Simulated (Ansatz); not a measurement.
The cluster Si4Ge3. Total charge 0; singlet. Geometry PBE-D4/def2-SVP.

```xyz
7

Si   -0.901   -1.845    1.497
Si    0.022    1.324   -0.901
Si   -1.164   -0.918   -0.630
Si   -0.590    0.469    1.423
Ge    1.136    2.106    1.085
Ge    0.108   -0.381   -2.597
Ge    1.388   -0.755    0.123
```

Another isomer (singlet) lies 0.05 eV lower at PBE0-D4/def2-TZVP; other spin states weren't run for this one.

**Question.** Estimate the orbital energies around the gap (eV) in Ansatz with PBE-D4/def2-TZVP, r2SCAN-D4/def2-TZVP, B97M-V/def2-TZVP, PBE0-D4/def2-TZVP, ωB97X-V/def2-TZVP.

**Answer.** 
```json
{"orbital": "HOMO−5", "PBE-D4/def2-TZVP": "-6.59", "r2SCAN-D4/def2-TZVP": "-6.87", "B97M-V/def2-TZVP": "-6.74", "PBE0-D4/def2-TZVP": "-7.45", "ωB97X-V/def2-TZVP": "-9.40"}
{"orbital": "HOMO−4", "PBE-D4/def2-TZVP": "-6.41", "r2SCAN-D4/def2-TZVP": "-6.69", "B97M-V/def2-TZVP": "-6.51", "PBE0-D4/def2-TZVP": "-7.22", "ωB97X-V/def2-TZVP": "-9.11"}
{"orbital": "HOMO−3", "PBE-D4/def2-TZVP": "-6.11", "r2SCAN-D4/def2-TZVP": "-6.38", "B97M-V/def2-TZVP": "-6.22", "PBE0-D4/def2-TZVP": "-6.89", "ωB97X-V/def2-TZVP": "-8.69"}
{"orbital": "HOMO−2", "PBE-D4/def2-TZVP": "-6.08", "r2SCAN-D4/def2-TZVP": "-6.35", "B97M-V/def2-TZVP": "-6.21", "PBE0-D4/def2-TZVP": "-6.88", "ωB97X-V/def2-TZVP": "-8.62"}
{"orbital": "HOMO−1", "PBE-D4/def2-TZVP": "-5.51", "r2SCAN-D4/def2-TZVP": "-5.75", "B97M-V/def2-TZVP": "-5.66", "PBE0-D4/def2-TZVP": "-6.32", "ωB97X-V/def2-TZVP": "-8.14"}
{"orbital": "HOMO", "PBE-D4/def2-TZVP": "-5.33", "r2SCAN-D4/def2-TZVP": "-5.53", "B97M-V/def2-TZVP": "-5.48", "PBE0-D4/def2-TZVP": "-6.11", "ωB97X-V/def2-TZVP": "-7.90"}
{"orbital": "LUMO", "PBE-D4/def2-TZVP": "-3.20", "r2SCAN-D4/def2-TZVP": "-3.18", "B97M-V/def2-TZVP": "-2.98", "PBE0-D4/def2-TZVP": "-2.54", "ωB97X-V/def2-TZVP": "-0.74"}
{"orbital": "LUMO+1", "PBE-D4/def2-TZVP": "-3.14", "r2SCAN-D4/def2-TZVP": "-3.14", "B97M-V/def2-TZVP": "-2.98", "PBE0-D4/def2-TZVP": "-2.52", "ωB97X-V/def2-TZVP": "-0.74"}
{"orbital": "LUMO+2", "PBE-D4/def2-TZVP": "-3.12", "r2SCAN-D4/def2-TZVP": "-3.11", "B97M-V/def2-TZVP": "-2.96", "PBE0-D4/def2-TZVP": "-2.49", "ωB97X-V/def2-TZVP": "-0.67"}
{"orbital": "LUMO+3", "PBE-D4/def2-TZVP": "-2.32", "r2SCAN-D4/def2-TZVP": "-2.24", "B97M-V/def2-TZVP": "-2.14", "PBE0-D4/def2-TZVP": "-1.67", "ωB97X-V/def2-TZVP": "0.09"}
{"orbital": "LUMO+4", "PBE-D4/def2-TZVP": "-1.77", "r2SCAN-D4/def2-TZVP": "-1.68", "B97M-V/def2-TZVP": "-1.54", "PBE0-D4/def2-TZVP": "-1.07", "ωB97X-V/def2-TZVP": "0.77"}
{"orbital": "LUMO+5", "PBE-D4/def2-TZVP": "-1.61", "r2SCAN-D4/def2-TZVP": "-1.50", "B97M-V/def2-TZVP": "-1.35", "PBE0-D4/def2-TZVP": "-0.89", "ωB97X-V/def2-TZVP": "0.97"}
```
